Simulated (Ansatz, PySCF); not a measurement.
TaF5, SMILES [F][Ta]([F])([F])([F])[F], multiplicity 1.

Geometry optimised at r2SCAN-D4/def2-SVP. The spin state was assumed, not searched. The isomer is the one that the SMILES or the coordinates give; other isomers of the formula were not compared. The def2 effective core potentials stand for the cores of Ta; spin–orbit coupling is left out.

Vertical ionisation energy (IE) and electron affinity (EA) in eV. Rows of orbital energies are one-electron estimates. Where ΔSCF, EOM or ADC give a negative EA the extra electron is unbound and the value depends on the basis.

```tsv
level	IE	EA
−ε(HOMO), −ε(LUMO), M06-2X/def2-TZVP (PySCF)	___	___
ΔSCF, PBE0/def2-TZVPD (Ansatz), final states of multiplicity 2 and 2	14.57	0.29
```

Question: What belongs in the gaps? (The exact figures need the calculation; the answer reports its results.)

Answer: 
- −ε(HOMO), −ε(LUMO), M06-2X/def2-TZVP (PySCF), IE: 14.45
- −ε(HOMO), −ε(LUMO), M06-2X/def2-TZVP (PySCF), EA: 1.76

Question: What vertical singlet–triplet gap does ΔSCF give with PBE0/def2-TZVPD (Ansatz, a first-principles code)? (Estimate from the structure and the level; the computed values follow.)

Answer: 7.37 eV (triplet above singlet where positive).
